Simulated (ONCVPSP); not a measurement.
What one change does to a pseudopotential (scandium, ONCV)

```json
{
 "Element": "scandium",
 "Generator": "ONCVPSP 4.0.1",
 "Type": "optimised norm-conserving Vanderbilt (ONCV)",
 "Functional": "PBE",
 "Relativity": "scalar-relativistic",
 "Frozen core": "[Ne] 3s2",
 "Valence charge": "9",
 "Reference configuration": "3p6 3d1 4s2",
 "Partial waves": "4s: rc 3.05 bohr, ncon 4, nbas 8, qcut 1.8 1/bohr, 2 projectors, debl 2.2 Ha; 3p: rc 1.30 bohr, ncon 3, nbas 7, qcut 10.4 1/bohr, 1 projector; 3d: rc 1.35 bohr, ncon 4, nbas 7, qcut 8.5 1/bohr, 3 projectors, debl 4 Ha",
 "Local potential": "polynomial inside 0.90 bohr (lpopt 5, dvloc0 -1 Ha)",
 "Core correction": "Teter function, fcfact 2.75, rcfact 1.5"
}
```

Change: d: rc 1.3, qcut 8.8.

Cutoffs: the cutoffs (Ha) at which the residual kinetic energy of the hardest occupied pseudo-wave falls to 1 and 0.1 mHa per electron; they do not see the model core or the augmentation charge, which bear on the density cutoff. Errors are all-electron minus pseudo energies relative to the spin-unpolarised reference configuration.

Question: What does the change do?

Answer: The potential gets neither clearly harder nor softer (36 Ha and 86 Ha → 38 Ha and 92 Ha); both files keep a bound ghost (s); the errors of the 3 common tests hardly move.

| quantity | base | changed |
| --- | --- | --- |
| cutoff, loose | 36 Ha | 38 Ha |
| cutoff, tight | 86 Ha | 92 Ha |
| loose cutoff by channel | s 3.2 Ha, p 25 Ha, d 36 Ha | s 3.2 Ha, p 25 Ha, d 38 Ha |
| bound ghosts | s | s |
| GHOST(+) flags under 300 eV | s at 82.2 eV | s at 82.2 eV |
| tests with a reliable result | 3 of 4 | 3 of 4 |
| error for 3p6 3d1 4s1, meV [ΔE 6.90 eV] | -0.7 | -0.7 |
| error for 3p6 3d1 4s0, meV [ΔE 19.66 eV] | +13 | +12 |
| error for 3p5 3d1 4s2, meV [ΔE 40.18 eV] | -89 | -87 |
| s: phases at 3.09 bohr within 0.05 rad from the reference energy up to (Ha; the scan ends near 5) | 2.8 | 2.8 |
| p: phases at 1.32 bohr within 0.05 rad from the reference energy up to (Ha; the scan ends near 5) | 2.9 | 2.9 |
| rms error of d²Exc/dni dnj with the model core, mHa | 2.97 | 2.94 |

 A true bound ghost makes a file unfit for plane-wave use even where its test errors are small: the radial tests pick states by their node count and pass the ghost by.
